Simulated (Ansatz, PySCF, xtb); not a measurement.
Dimer: GeH4 (SMILES [GeH4]) (first 5 atoms) with CH6Si (SMILES C[SiH3]); geometry from B3LYP-D3(BJ)/def2-TZVP, rigid monomers moved along the line of their centres of mass till Ge1···H10 is 4.35 Å.
(charge 0, multiplicity 1):
```xyz
13

Ge     0.1870    -0.1501     0.2054
H      0.7029    -1.1953     1.2046
H      0.8688    -0.3583    -1.1547
H      0.4969     1.2577     0.7319
H     -1.3327    -0.3117     0.0450
C     -1.3674     0.3961     5.1795
Si     0.3838    -0.0041     5.7222
H     -1.5300     1.4750     5.1546
H     -2.0926    -0.0390     5.8697
H     -1.5753     0.0002     4.1844
H      1.3738     0.6514     4.8351
H      0.6208    -1.4675     5.6861
H      0.6138     0.4726     7.1082
```

Counterpoise-corrected where a basis set is named; no monomer relaxation. Rows marked so take none.

Correlated levels freeze the cores. Filled d and f shells under p-block atoms count as core. Rows in 6-31G* carry no dispersion term and start afresh at each structure (6-31G* with six Cartesian d functions); the Pople sets are all-electron and without relativity. MP2/6-31G* freezes PySCF's default core, which leaves 3d correlated.

Programs: Ansatz (Gaussian orbitals); PySCF for 6-31G* rows, the dispersion terms; xtb for the GFN methods. Values without a source in brackets are computed.

| level | interaction energy (kJ/mol) |
|---|---|
| GFN2-xTB | -3.2 |
| PBE-D3(BJ)/def2-TZVPPD | -2.3 |
| r2SCAN-D3(BJ)/def2-TZVPPD | -1.6 |
| B3LYP/6-31G* | 0.5 |
| B3LYP/def2-TZVPPD | 0.7 |
| B3LYP-D3(BJ)/def2-TZVPPD | -1.7 |
| wB97M-V/def2-TZVPPD | -1.6 |
| MP2/6-31G* (no counterpoise) | -1.5 |
| SCS-MP2/def2-SVPD | … |

**Question.** Fill in the missing entries.

**Answer.** 
- SCS-MP2/def2-SVPD, interaction energy (kJ/mol): -1.0

Ansatz is a quantum-chemistry and plane-wave program.
